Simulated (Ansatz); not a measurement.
A nudged elastic band was laid between two geometries of AlClF$_{2}$H$_{2}$ (6 atoms, charge 0, multiplicity 1).

The calculation used RKS BLYP/def2-SVP (Ansatz).

| Item | Value |
| --- | --- |
| movable images | 7 |
| climbing image | yes |
| spring | 5.0 eV/Å² |
| optimiser | quadratic models (default) |
| start path | through a guess of the saddle point |
| force threshold | 0.05 eV/Å |
| iteration limit | 60 |
| end points | relaxed |

Image 0:

```xyz
6
Properties=species:S:1:pos:R:3
Al -0.074 0.043 0.078
H -0.073 0.542 1.590
F 1.403 -0.048 -0.719
Cl -1.820 0.213 -1.116
F -0.169 -1.893 0.786
H -0.126 -1.732 1.724
```

Image 8:

```xyz
6
Properties=species:S:1:pos:R:3
Al -0.079 -0.638 -0.269
H -0.083 0.173 1.864
F 1.403 0.084 -0.519
Cl -1.822 0.332 -0.912
F -0.133 -2.237 0.216
H -0.146 -0.589 1.962
```

(1) What changes between the two ends?

(2) What energy profile does the band end with?

(3) What is the geometry of the highest image?

(4) What are the harmonic wavenumbers there?

Results:

(1) Bonds broken: Al1–H2, F5–H6. Bonds formed: H2–H6. AlClF2H2 becomes AlClF2 + H2.

(2) The forces met the threshold. The highest image is number 3 of 0 to 8, 5.9 kJ/mol above the first end and 114.2 kJ/mol above the last; the last end lies 108.4 kJ/mol below the first. A vibrational analysis at the climbing image gives one clearly imaginary mode, 487i cm⁻¹: a first-order saddle point. The orbitals stay closed-shell, which can raise the energy where a bond breaks towards radicals; this wasn't checked here.

```json
{"image": "0", "path coordinate (Å)": "0.00", "energy (kJ/mol)": "0.0", "Al1–H2 (Å)": "1.59", "F5–H6 (Å)": "0.95", "H2–H6 (Å)": "2.28"}
{"image": "1", "path coordinate (Å)": "0.25", "energy (kJ/mol)": "0.8", "Al1–H2 (Å)": "1.60", "F5–H6 (Å)": "0.96", "H2–H6 (Å)": "1.94"}
{"image": "2", "path coordinate (Å)": "0.51", "energy (kJ/mol)": "3.0", "Al1–H2 (Å)": "1.63", "F5–H6 (Å)": "0.99", "H2–H6 (Å)": "1.60"}
{"image": "3", "path coordinate (Å)": "0.76", "energy (kJ/mol)": "5.9", "Al1–H2 (Å)": "1.68", "F5–H6 (Å)": "1.06", "H2–H6 (Å)": "1.29"}
{"image": "4", "path coordinate (Å)": "1.02", "energy (kJ/mol)": "-11.4", "Al1–H2 (Å)": "1.77", "F5–H6 (Å)": "1.28", "H2–H6 (Å)": "1.02"}
{"image": "5", "path coordinate (Å)": "1.27", "energy (kJ/mol)": "-59.2", "Al1–H2 (Å)": "1.90", "F5–H6 (Å)": "1.54", "H2–H6 (Å)": "0.84"}
{"image": "6", "path coordinate (Å)": "1.53", "energy (kJ/mol)": "-92.1", "Al1–H2 (Å)": "2.08", "F5–H6 (Å)": "1.82", "H2–H6 (Å)": "0.79"}
{"image": "7", "path coordinate (Å)": "1.79", "energy (kJ/mol)": "-105.5", "Al1–H2 (Å)": "2.23", "F5–H6 (Å)": "2.10", "H2–H6 (Å)": "0.78"}
{"image": "8", "path coordinate (Å)": "2.04", "energy (kJ/mol)": "-108.4", "Al1–H2 (Å)": "2.28", "F5–H6 (Å)": "2.40", "H2–H6 (Å)": "0.77"}
```

(3) 
```xyz
6
Properties=species:S:1:pos:R:3
Al -0.079 -0.160 0.012
H -0.103 0.103 1.670
F 1.423 0.019 -0.703
Cl -1.829 0.259 -1.081
F -0.141 -1.914 0.835
H -0.131 -1.182 1.609
```

(4) 487i, 142, 192, 266, 459, 531, 664, 854, 1053, 1127, 1642, 2226 cm⁻¹.

Time of the run: 2.7 min on 1 thread of Arm Neoverse N1, on a shared host, peak memory 0.12 GiB.
